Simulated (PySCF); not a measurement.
Exercise with solution: chemical shift, span and skew from a shielding tensor

Ga(vinyl)(OH)(NH2) (C2H6GaNO), SMILES [OH][Ga]([CH]=C)[NH2]. Atoms are numbered in the order given.

```xyz
11

Ga    -0.0170     0.1777     0.2581
C     -0.0978    -0.0945    -1.6588
C      0.0965    -1.2822    -2.2448
H     -0.3145     0.7677    -2.3015
H      0.0456    -1.4139    -3.3328
H      0.3174    -2.1905    -1.6717
O     -0.3165     1.8313     0.8730
H     -0.2695     1.9268     1.8283
N      0.3397    -1.1292     1.4626
H      0.3839    -0.9927     2.4640
H      0.5258    -2.0916     1.2122
```
Charge 0, spin multiplicity 1.

Coordinates come from a PBE0-D3(BJ)/def2-SVP optimisation. The structure was generated by enumeration; whether it is a known compound was not checked. Other conformers were not sampled.

GIAO shieldings from KT2/pcSseg-1 (PySCF), non-relativistic, no solvent. The symmetric part of the tensor of C3 has the principal values -67.9, 52.4, 154.4 ppm. The same nucleus in TMS has σ = 185.1 ppm at this level (PySCF, at its B3LYP-D3(BJ)/def2-TZVP geometry).

**Question.** Work out the isotropic shielding, the ¹³C shift against TMS, the span and the skew.

**Answer.** 
σ(iso) = (σ11 + σ22 + σ33)/3 = 46.3 ppm. δ = σ(ref) − σ(iso) = 185.1 − (46.3) = 138.8 ppm.
Span Ω = σ33 − σ11 = 222.3 ppm. Skew κ = 3(σ(iso) − σ22)/Ω = -0.08. Tumbling in solution averages the tensor to δ; in a static solid the shielding alone would spread this spin-1/2 line over Ω.
